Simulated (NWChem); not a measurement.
BSiH2Cl2 (SMILES [SiH2]B(Cl)Cl): name the method

BSiH2Cl2 has 6 atoms, charge 0, and is taken as a doublet. As SMILES, `[SiH2]B(Cl)Cl`. The coordinates come from a GFN2-xTB relaxation.

```xyz
6

Si   -0.2776    0.8991   -0.2405
B     0.2610   -0.8552    0.2348
Cl    0.0755   -1.4700    1.8709
Cl    0.9809   -1.9421   -0.9505
H    -0.1627    1.4867   -1.5722
H    -0.8771    1.8815    0.6575
```

A calculation with NWChem 7.3.0 gave:

The total energy is -1235.9683 Eh and the dipole moment is 1.70 D. The HOMO energy is -6.09 eV. The LUMO energy is -3.68 eV and the ⟨S²⟩ is 0.753. The largest force is 0.860 eV/Å.

Problem. Which of these levels gave the numbers?
A. HF/STO-3G
B. B3LYP/6-31G* (spherical functions)
C. HF/3-21G
D. B3LYP/6-31G* (Cartesian functions)

Solution. D. The others give -1227.7198 Eh (HF/3-21G), -1235.9595 Eh (B3LYP/6-31G* (spherical functions)), -1220.3279 Eh (HF/STO-3G).
